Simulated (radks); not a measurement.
Problem. These are the eigenvalues of the occupied orbitals of an atom or ion with whole-number occupations (eV). Calculated with a radial shooting solver on a logarithmic mesh with Libxc functionals: scalar-relativistic Kohn-Sham, PBE, spin-polarised, spherical densities, finite nucleus; Fermi nuclear charge, rms radius of each element as measured or else 0.836 A^(1/3) + 0.57 fm.

| orbital | eigenvalue |
|---|---|
| 1s up | -41814.77 |
| 1s down | -41814.76 |
| 2s up | -6729.193 |
| 2s down | -6729.183 |
| 2p up | -6021.681 |
| 2p down | -6021.674 |
| 3s up | -1454.007 |
| 3s down | -1453.284 |
| 3p up | -1229.877 |
| 3p down | -1229.157 |
| 3d up | -915.0839 |
| 3d down | -914.5249 |
| 4s up | -291.9204 |
| 4s down | -289.8572 |
| 4p up | -218.7241 |
| 4p down | -216.6325 |
| 4d up | -114.0342 |
| 4d down | -111.9032 |
| 5s up | -42.4548 |
| 5s down | -40.9523 |
| 5p up | -24.8040 |
| 5p down | -23.5563 |
| 6s up | -5.6238 |
| 4f up | -4.7412 |
| 7s up | -1.3486 |

Which element is it, and in what charge state? The configuration may be excited. Open shells, if any, are filled with parallel spins first.

Solution. Z = 59, praseodymium, charge 0: Pr in [Xe] 4f3 6s1 7s1. The list shows which subshells hold electrons but not how many an open one holds; the 1s level, -1536.7 hartree, gives Z - s = 55.4 by -(Z - s)^2/2, which with screening and relativity narrows Z to a few neighbours, and the depths of the outer levels then fix element, charge and occupations together.
